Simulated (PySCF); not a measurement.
Species: `[PH2+]([BH3-])c1ccccc1`. The columns A, B, C and D hold Mulliken, IAO, Hirshfeld and ESP-fitted charges (e) of one PBE0/pcSseg-1 density (PySCF), in a shuffled order. Coordinates in Å (PBE0-D3(BJ)/def2-SVP); the density's dipole moment is (-4.16, -2.65, -0.85) D.

```tsv
atom	x	y	z	A	B	C	D
B1	2.925	0.628	0.272	-0.226	-0.160	-0.645	-0.155
P2	1.685	-0.771	-0.154	+0.329	+0.498	+0.763	+0.328
C3	-0.085	-0.374	-0.076	-0.413	-0.267	-0.213	-0.043
C4	-0.787	-0.521	1.125	-0.019	-0.007	-0.140	-0.041
C5	-2.124	-0.140	1.202	-0.085	-0.228	-0.141	-0.040
C6	-2.766	0.395	0.086	-0.077	-0.003	-0.138	-0.037
C7	-2.066	0.552	-1.110	-0.084	-0.232	-0.141	-0.040
C8	-0.729	0.172	-1.192	-0.019	-0.006	-0.140	-0.040
H9	2.638	0.925	1.422	-0.023	-0.086	+0.012	-0.084
H10	4.024	0.112	0.137	-0.024	-0.106	+0.012	-0.082
H11	2.666	1.497	-0.548	-0.024	-0.087	+0.012	-0.084
H12	1.809	-1.342	-1.445	+0.075	-0.007	-0.011	+0.018
H13	1.767	-1.944	0.638	+0.074	-0.008	-0.011	+0.018
H14	-0.290	-0.934	2.007	+0.097	+0.135	+0.154	+0.055
H15	-2.668	-0.261	2.142	+0.107	+0.154	+0.158	+0.057
H16	-3.815	0.693	0.149	+0.107	+0.118	+0.158	+0.057
H17	-2.565	0.973	-1.986	+0.107	+0.156	+0.158	+0.057
H18	-0.186	0.303	-2.132	+0.098	+0.135	+0.154	+0.055
```

**Question.** Which column most likely holds the ESP-fitted charges?

**Answer.** B. Σ q r misses the density's dipole by 0.07 D (B), 0.25 D (D), 1.18 D (C), 2.04 D (A). Charges fitted to the outside potential are the only set here that is tied to the molecule's multipoles.

**Question.** And the Hirshfeld charges?

**Answer.** D. The mean sizes are 0.072 e (D), 0.110 e (A), 0.133 e (B), 0.176 e (C), and Hirshfeld charges are commonly the smallest of these schemes.

As computed, A = Mulliken, B = ESP-fitted, C = IAO, D = Hirshfeld. Hydrogens on carbon: Mulliken +0.10 to +0.11, ESP-fitted +0.12 to +0.16, IAO +0.15 to +0.16, Hirshfeld +0.05 to +0.06 e.

The IAO scheme counts the electrons in orthogonalised intrinsic atomic orbitals, a minimal basis polarised so that it spans the occupied orbitals exactly. The Hirshfeld scheme divides the density at each point in proportion to the densities of the neutral, spherically averaged free atoms.

One conformer (not necessarily the lowest) at the PBE0-D3(BJ)/def2-SVP geometry, without solvent, vibrations or thermal averaging.

These values come from a run that also computed NMR shieldings. Time: 36 s of wall time (grids of density and orbitals included); peak memory 1.4 GiB. Hardware: one thread of an Arm Neoverse V1, no GPU, on a shared host.

Conformer computed: `[BH3-:1][PH2+:2][c:3]1[cH:4][cH:5][cH:6][cH:7][cH:8]1`: B1–P2–C3–C4 -88°.
